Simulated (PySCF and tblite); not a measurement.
The numbers below are computed, except where a source is named.
C₄H₁₀GeS, numbered as in [GeH3:1][C@@H:2]1[CH2:3][CH2:4][S:5][CH2:6]1.

Geometries GFN2-xTB; weights from B3LYP-D3(BJ)/def2-SVP (IEF-PCM, dichloromethane) energies and GFN2-xTB thermal corrections, with symmetry numbers and mirror pairs. Conformers within 2.5 kcal/mol (GFN2-xTB free energy) were kept, 6 at most. GIAO shieldings: B97-2/pcSseg-1 (IEF-PCM, dichloromethane). Shifts are against TMS (¹H), TMS (¹³C) at the same level; of two unlike H on one atom, a is the less shielded. Run with PySCF (density fitting) and tblite.

Problem. List the conformer-averaged shifts at 298.15 K.

Solution. ¹H: 3.41 (H1, 3H), 3.13 (H6a, 1H), 3.07 (H4a, 1H), 2.99 (H4b, 1H), 2.85 (H6b, 1H), 2.37 (H3a, 1H), 1.47 (H3b, 1H), 1.47 (H2, 1H) ppm. ¹³C: 41.8 (C6), 39.4 (C3), 39.0 (C4), 32.1 (C2) ppm.

Problem. How do the conformers differ?

Solution. The 5-ring runs over atoms 2–3–4–5–6.
```tsv
conformer	shape	weight %
1	5-ring twist (ring torsions 38, -13, -16, 40, -51°)	96.3
2	5-ring between envelope and twist (ring torsions -35, 8, 20, -44, 52°)	3.7
```

| signal | 1 | 2 | average |
| --- | --- | --- | --- |
| H1 | 3.41 | 3.39 | 3.41 |
| H2 | 1.43 | 2.40 | 1.47 |
| H3a | 2.38 | 1.96 | 2.37 |
| H3b | 1.44 | 2.33 | 1.47 |
| H4a | 3.08 | 2.91 | 3.07 |
| H4b | 2.99 | 3.13 | 2.99 |
| H6a | 3.13 | 3.25 | 3.13 |
| H6b | 2.84 | 2.95 | 2.85 |
| C2 | 32.0 | 34.2 | 32.1 |
| C3 | 39.4 | 39.0 | 39.4 |
| C4 | 39.0 | 36.8 | 39.0 |
| C6 | 41.8 | 41.1 | 41.8 |

Problem. Which signal moves most, for its nucleus, between 250 and 350 K through the change of populations alone?

Solution. H2: 1.46 ppm at 250 K, 1.47 ppm at 298.15 K, 1.49 ppm at 350 K.

Spin–orbit effects of the heavy atoms on shieldings are missing. Shifts are unscaled: against experiment ¹³C can be off by 15 ppm or more and ¹H by 0.8 ppm.
